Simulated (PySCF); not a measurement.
Mapped SMILES: `[CH3:1][S@:2](=[O:3])[c:4]1[cH:5][cH:6][c:7]([OH:8])[o:9]1` (H(Xn): hydrogen on atom n).

Geometry: GFN2-xTB; GIAO absolute shieldings from PySCF 2.14, gas phase, non-relativistic, averaged over equivalent atoms.

At KT2/pcSseg-1 (190 basis functions, about 110 core-seconds):
```csv
atoms,σ (ppm)
C7,26.1
C4,40.2
C5,76.4
C6,105.6
C1,133.4
S2,193.8
O9,63.8
O8,215.9
O3,283.1
H(C5),24.68
H(C6),26.11
H(O8),27.05
H(C1),29.21
```

Q: Estimate the result of repeating the calculation with PBE0/pcSseg-1.

A: 
| atoms | σ at PBE0/pcSseg-1 | change |
| --- | --- | --- |
| C7 | 19.2 | -6.9 |
| C4 | 33.7 | -6.5 |
| C5 | 66.2 | -10.2 |
| C6 | 98.8 | -6.8 |
| C1 | 134.6 | +1.2 |
| S2 | 182.1 | -11.7 |
| O9 | 60.6 | -3.2 |
| O8 | 224.3 | +8.4 |
| O3 | 304.1 | +21.0 |
| H(C5) | 24.52 | -0.16 |
| H(C6) | 26.02 | -0.09 |
| H(O8) | 26.97 | -0.08 |
| H(C1) | 29.23 | +0.02 |

The largest change is at O3 (S=O oxygen). Cost: 190 basis functions, roughly 80 core-seconds. The order of the carbon signals is the same at both levels.
